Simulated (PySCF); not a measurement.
## Steps of a relaxation of TlI3

TlI3 (singlet). PySCF 2.14.0, RKS r2SCAN, Tl def2-SVP with ECP60, I def2-SVP with ECP28; non-relativistic Hamiltonian with scalar-relativistic core potentials where named; density fitting; no spin-orbit coupling. Origin of the start: template. Columns: position (Å) and force (eV/Å). Energies are counted from the last step; some of the 7 steps are shown. Forces carry noise of the integration grid, about 0.01 to 0.03 eV/Å.

Run from Python with OMP_NUM_THREADS=2. Where DIIS fails, smearing, a level shift and second-order steps follow.
It took 42 s on 2 threads of Arm Neoverse V1, on a shared host, from the converged density of the start.

```xyz
4
step 0  E = 0.541 eV
Tl    0.0000    0.0000    0.6102     0.00    0.00   -0.90
I     2.5779    0.0000   -0.3285     0.32    0.00    0.28
I    -1.2890    2.2325   -0.3285    -0.16    0.28    0.31
I    -1.2889   -2.2325   -0.3285    -0.16   -0.28    0.31
```

```xyz
4
step 2  E = 0.098 eV
Tl    0.0000    0.0000    0.1721    -0.03    0.00   -0.49
I     2.7456    0.0000   -0.1825    -0.19    0.00    0.14
I    -1.3728    2.3778   -0.1825     0.11   -0.13    0.17
I    -1.3728   -2.3778   -0.1825     0.11    0.13    0.17
```

```xyz
4
step 4  E = 0.023 eV
Tl    0.0000    0.0000   -0.0220    -0.02    0.00   -0.16
I     2.7706    0.0000   -0.1178    -0.27    0.00    0.04
I    -1.3853    2.3994   -0.1178     0.14   -0.23    0.06
I    -1.3853   -2.3994   -0.1178     0.14    0.23    0.06
```

Task: Where does the relaxation end?

Result: It converges at step 6 in D3h:
```xyz
4
step 6  E = 0
Tl    0.0000    0.0000   -0.0949
I     2.7359    0.0000   -0.0935
I    -1.3679    2.3693   -0.0935
I    -1.3679   -2.3693   -0.0935
```

Task: How did the contacts change?

Result: 
```
   contact  start (Å)  end (Å)
Tl1–I2 (I)      2.743    2.736
Tl1–I3 (I)      2.743    2.736
Tl1–I4 (I)      2.743    2.736
```


No frequency check is given that shows the relaxed geometry to be a minimum.
